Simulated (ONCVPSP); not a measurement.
Reading a pseudo-wave (molybdenum)

Columns: radius, all-electron u(r) and pseudo u(r) of the 4p shell (level -38.85 eV) of molybdenum in the configuration [Ar] 3d10 4s2 4p6 4d5 5s0.75 5p0.25; PBE, scalar-relativistic, ONCV scheme, ONCVPSP 4.0.1.

```json
{"r (bohr)": "0.125", "all-electron": "0.2010", "pseudo": "0.0360"}
{"r (bohr)": "0.250", "all-electron": "-0.4387", "pseudo": "0.1380"}
{"r (bohr)": "0.375", "all-electron": "-0.4686", "pseudo": "0.2893"}
{"r (bohr)": "0.500", "all-electron": "-0.0858", "pseudo": "0.4659"}
{"r (bohr)": "0.625", "all-electron": "0.3579", "pseudo": "0.6417"}
{"r (bohr)": "0.750", "all-electron": "0.7028", "pseudo": "0.7930"}
{"r (bohr)": "0.875", "all-electron": "0.9146", "pseudo": "0.9028"}
{"r (bohr)": "1.000", "all-electron": "1.0082", "pseudo": "0.9623"}
{"r (bohr)": "1.125", "all-electron": "1.0147", "pseudo": "0.9718"}
{"r (bohr)": "1.250", "all-electron": "0.9648", "pseudo": "0.9378"}
{"r (bohr)": "1.375", "all-electron": "0.8832", "pseudo": "0.8716"}
{"r (bohr)": "1.500", "all-electron": "0.7873", "pseudo": "0.7855"}
{"r (bohr)": "1.625", "all-electron": "0.6886", "pseudo": "0.6910"}
{"r (bohr)": "1.750", "all-electron": "0.5937", "pseudo": "0.5967"}
{"r (bohr)": "1.875", "all-electron": "0.5065", "pseudo": "0.5086"}
{"r (bohr)": "2.000", "all-electron": "0.4285", "pseudo": "0.4296"}
{"r (bohr)": "2.125", "all-electron": "0.3603", "pseudo": "0.3606"}
{"r (bohr)": "2.250", "all-electron": "0.3014", "pseudo": "0.3014"}
{"r (bohr)": "2.375", "all-electron": "0.2510", "pseudo": "0.2510"}
{"r (bohr)": "2.500", "all-electron": "0.2085", "pseudo": "0.2084"}
{"r (bohr)": "2.625", "all-electron": "0.1726", "pseudo": "0.1726"}
{"r (bohr)": "2.750", "all-electron": "0.1426", "pseudo": "0.1426"}
{"r (bohr)": "2.875", "all-electron": "0.1176", "pseudo": "0.1176"}
{"r (bohr)": "3.000", "all-electron": "0.0968", "pseudo": "0.0968"}
{"r (bohr)": "3.125", "all-electron": "0.0796", "pseudo": "0.0796"}
{"r (bohr)": "3.250", "all-electron": "0.0654", "pseudo": "0.0653"}
```

Problem. How many radial nodes do the two functions have?

Solution. The all-electron 4p function has n − l − 1 = 2; the pseudo-wave has 0, since the states of the same l below it are removed with the core.

Problem. At about which radius was the pseudo-wave matched?

Solution. 2.50 bohr. The columns agree to 0.0005 from 2.12 bohr on; several derivatives are matched, so the curves merge somewhat inside the radius.

Problem. Where does each function peak?

Solution. Outermost all-electron maximum near 1.12 bohr, pseudo maximum near 1.12 bohr (to the table’s step).

Problem. Is the pseudo-wave norm-conserving?

Solution. Yes: the ONCV scheme keeps the norm inside the radius equal to the all-electron one, which fixes the energy derivative of the logarithmic derivative at the level.
